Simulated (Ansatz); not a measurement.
Reaction (ligand exchange at the Si–C bond): `[SiH3]CN[SiH2]Cl` + `C=C[SiH](C)O` → `C=C[SiH](C)O[SiH3]` + `CN[SiH2]Cl`

Calculated with Ansatz (gas phase, PBE0-D4/def2-TZVP geometries, no zero-point term in ΔE). CBS: MP2 limit from def2 TZ/QZ plus the TZ coupled-cluster correction, frozen cores. Functionals use def2-TZVPP. Each species was taken in one conformer, which may not be the lowest.

`[SiH3]CN[SiH2]Cl`:

```xyz
13

Si   -0.959   -0.674   -1.855
C    -0.754   -0.179   -0.045
N     0.511    0.512    0.169
Si    1.370    0.463    1.636
Cl    0.435    1.441    3.206
H     0.069   -1.678   -2.233
H    -2.317   -1.233   -2.093
H    -0.777    0.538   -2.702
H    -0.762   -1.094    0.557
H    -1.619    0.409    0.290
H     0.645    1.312   -0.431
H     1.483   -0.946    2.071
H     2.673    1.130    1.429
```

`C=C[SiH](C)O`:

```xyz
13

C     0.210    0.393   -2.214
C    -0.121    0.837   -1.004
Si    0.540    0.093    0.569
C    -0.870   -0.229    1.748
O     1.402   -1.277    0.238
H    -0.189    0.829   -3.126
H     0.910   -0.428   -2.343
H    -0.820    1.671   -0.941
H     1.523    1.011    1.201
H    -1.392    0.703    1.983
H    -0.506   -0.657    2.684
H    -1.602   -0.918    1.315
H     0.915   -2.026   -0.109
```

`C=C[SiH](C)O[SiH3]`:

Z-matrix (Å, degrees):
```
Si
C 1 1.857
O 1 1.642 2 108.9
C 1 1.858 2 111.5 3 120.2
H 1 1.492 2 109.0 3 -118.6
C 2 1.330 1 123.5 3 -3.1
H 2 1.090 1 118.6 3 177.0
Si 3 1.631 1 144.5 2 -86.8
H 4 1.093 1 110.6 2 58.7
H 4 1.092 1 110.9 2 178.6
H 4 1.093 1 110.6 2 -61.0
H 6 1.087 2 122.4 1 -179.8
H 6 1.087 2 121.6 1 0.1
H 8 1.488 3 110.7 1 -17.6
H 8 1.484 3 109.0 1 -138.0
H 8 1.487 3 109.8 1 102.6
```

`CN[SiH2]Cl`:

```xyz
10

C    -1.169    0.300    0.732
N     0.270    0.261    0.567
Si    1.053   -0.508   -0.728
Cl    0.787    0.404   -2.572
H    -1.638    1.154    0.230
H    -1.438    0.332    1.791
H    -1.607   -0.610    0.313
H     0.748    1.029    1.013
H     2.507   -0.495   -0.459
H     0.488   -1.866   -0.888
```

(1) Is it downhill or uphill in electronic energy at CCSD(T)/CBS, and by how much? (Estimate.)

(2) What do these levels give: PBE-D4, ωB97M-V, SCS-MP2/def2-TZVPP, HF/def2-QZVPP, MP2/def2-QZVPP, CCSD/CBS(def2)? (Best estimate.)

Largest T1 diagnostic among the species: 0.011.

Answers

(1) Computed: Downhill: ΔE = -29.4 kcal/mol.

(2) Computed: PBE-D4 -25.5, ωB97M-V -28.7, SCS-MP2/def2-TZVPP -30.6, HF/def2-QZVPP -35.2, MP2/def2-QZVPP -29.9, CCSD/CBS(def2) -30.2 kcal/mol.

In def2-TZVPP, CCSD(T) changes the Hartree–Fock value by +5.5 kcal/mol (the triples alone add +0.8 kcal/mol) and MP2 by +5.1 kcal/mol. From PBE to PBE0 (25 % exact exchange), in def2-TZVPP and without D4, ΔE moves by −1.7 kcal/mol.
